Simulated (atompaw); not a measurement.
# Sb (Z = 51) PAW (atompaw): all-electron and pseudo phase curves

antimony (Sb), PAW, made with atompaw 4.2.0.5 (PBE, scalar-relativistic). Core [Kr] 4d10, reference 5s2 5p3. Waves: 5s (bound): rc 1.65 bohr; 5s channel at 2.15 Ry: rc 2.15 bohr; 5p (bound): rc 2.15 bohr; 5p channel at 4.85 Ry: rc 2.15 bohr. Local part: bessel scheme, radius 1.90 bohr. Core correction: smooth core density matched at 1.95 bohr. Augmentation charge: sinc compensation charge, radius 2.15 bohr; PAW radius 2.15 bohr; waves and projectors: custom rrkj gramschmidtortho.

The phase is arctan(r·u′/u) with u = r·R(r), unwrapped; energies in Ry, scanned from -3 to 5 Ry. A pole is an energy at which the radial function vanishes at the test radius. The pseudo phase is shifted by a multiple of π to meet the all-electron one at the reference energy, and phase errors are pseudo minus all-electron; the curves can meet again beyond the range given. Levels narrower than the energy grid can be missing from the lists of poles.

Problem. For each channel, where are the poles, and over which energies does the pseudopotential scatter like the atom?

Solution.

```tsv
channel	radius (bohr)	reference energy (Ry)	poles, all-electron	poles, pseudo	unbroken range about the reference energy with phases within 0.05 rad	phase error 1 Ry above the reference energy (rad)
s	2.15	-0.94	1.92	1.92	below 4.8	-0.000
p	2.15	-0.35	3.64	3.63	the whole range	-0.002
```

Phases in the s channel:

```csv
E (Ry),all-electron,pseudo
-3.00,1.141,1.141
-2.52,1.041,1.040
-2.04,0.857,0.856
-1.56,0.463,0.463
-1.08,-0.296,-0.297
-0.60,-0.931,-0.931
-0.12,-1.225,-1.225
0.36,-1.372,-1.372
0.84,-1.459,-1.459
1.32,-1.517,-1.517
1.80,-1.561,-1.561
2.28,-1.597,-1.597
2.76,-1.628,-1.628
3.24,-1.657,-1.658
3.72,-1.686,-1.689
4.20,-1.716,-1.725
4.68,-1.751,-1.783
```
